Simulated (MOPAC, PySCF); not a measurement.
CH3Cl3GeO, SMILES `[Cl][Ge]([Cl])([Cl])[O]C`, neutral singlet in the gas phase. 

Cartesian coordinates (Å):
SMILES: C[O][Ge]([Cl])([Cl])[Cl]
```xyz
9

C      1.4465    -0.1417     0.0149
O      0.3967     0.8003    -0.0607
Ge    -1.2677     0.2792    -0.0250
Cl    -1.6653    -1.0389    -1.6568
Cl    -2.4656     2.0194    -0.1631
Cl    -1.6749    -0.7722     1.7880
H      1.4165    -0.7129     0.9586
H      2.3921     0.4171    -0.0252
H      1.4218    -0.8504    -0.8306
```
Charge 0, multiplicity 1.

All levels are single points at this geometry (PBE0-D3(BJ)/def2-SVP); Pople sets use spherical d functions. Orbital energies aren't observables, and empty levels follow the basis.

M06-2X/6-31G* in PySCF gives HOMO (eV) = -10.49.

### Question
Estimate the HOMO (eV) from each of these levels: M06-2X/def2-TZVP in PySCF; B3LYP/3-21G in PySCF; B3LYP/6-31G* in PySCF; PBE/6-31G* in PySCF; SVWN5/6-31G* in PySCF; HF/3-21G in PySCF; HF/6-31G* in PySCF; HF/STO-3G in PySCF; AM1 in MOPAC; PM3 in MOPAC; PM6 in MOPAC; PM7 in MOPAC.

### Answer

| level | HOMO (eV) |
|---|---|
| M06-2X/def2-TZVP in PySCF | -10.52 |
| B3LYP/3-21G in PySCF | -8.67 |
| B3LYP/6-31G* in PySCF | -8.57 |
| PBE/6-31G* in PySCF | -7.21 |
| SVWN5/6-31G* in PySCF | -7.32 |
| HF/3-21G in PySCF | -13.20 |
| HF/6-31G* in PySCF | -12.86 |
| HF/STO-3G in PySCF | -10.69 |
| AM1 in MOPAC | -12.13 |
| PM3 in MOPAC | -10.99 |
| PM6 in MOPAC | -11.44 |
| PM7 in MOPAC | -11.03 |
